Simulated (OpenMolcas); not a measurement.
Ti2+.

```json
{
 "Program": "OpenMolcas 26.06",
 "Method": "CASSCF",
 "Basis": "ANO-R3 [7s5p5d3f2g1h]",
 "Scalar Hamiltonian": "X2C, finite nucleus",
 "Active space": "2 electrons in 6 orbitals (3d 4s)",
 "State averaging": "2S+1 = 3 even, 15 roots; 2S+1 = 1 even, 20 roots kept (CI in the orbitals of an earlier block)",
 "Spin-orbit coupling": "state interaction with AMFI integrals over the reference wave functions, term energies averaged over their components"
}
```

Levels without dynamic correlation, in cm⁻¹ above 3d² ³F₂:

| Level | E |
| --- | --- |
| 3d² ³P₀ | 13744 |
| 3d² ¹D₂ | 11386 |
| 3d² ¹G₄ | 17891 |
| 3d² ¹S₀ | 43317 |

On this reference, MS-CASPT2, IPEA 0.25 Eh, imaginary shift 0.1 Eh (closed shells correlated: 3s 3p) puts 3d² ³P₀ at 11050 cm⁻¹.

Q: Estimate the other levels at that method by one scale factor, and say how well it serves.

A: The factor is 11050 / 13744 = 0.804. Scaled values beside those that MS-CASPT2 gives and measured ones (Corliss and Sugar, J. Phys. Chem. Ref. Data 8, 1 (1979)):
| Level | Scaled | MS-CASPT2 | Miss (%) | Measured |
| --- | --- | --- | --- | --- |
| 3d² ¹D₂ | 9154 | 7930 | +15.4 | 8474 |
| 3d² ¹G₄ | 14384 | 14400 | -0.1 | 14398 |
| 3d² ¹S₀ | 34827 | 31640 | +10.1 | 32476 |
For these levels the scaled values miss MS-CASPT2 by up to 15.4 %, as correlation changes each term by its own factor, spin-orbit parts do not scale and CASPT2 has its own spread within terms. This holds within one configuration; levels of others move differently, and the target method has errors of its own against measurement.

CASPT2 does not keep the components of a term degenerate, so their means are used; among the terms shown or strongly mixed into the levels shown the widest spread is 1200 cm-1 (3d² ¹G, MS-CASPT2). Terms from blocks run as CI alone lack orbitals of their own. Without dynamic correlation excited terms often stand tens of per cent too high (terms of higher spin than the ground term too low), and those without a measured partner can miss by more than the paired ones (holds for CASSCF). Computed and measured levels are paired by configuration, term and J; levels that our copy of the source lacks, or whose pairing is in doubt (as where it misses far off the trend of its configuration), stay unpaired and out of the deviations. Only configurations of the active space appear.
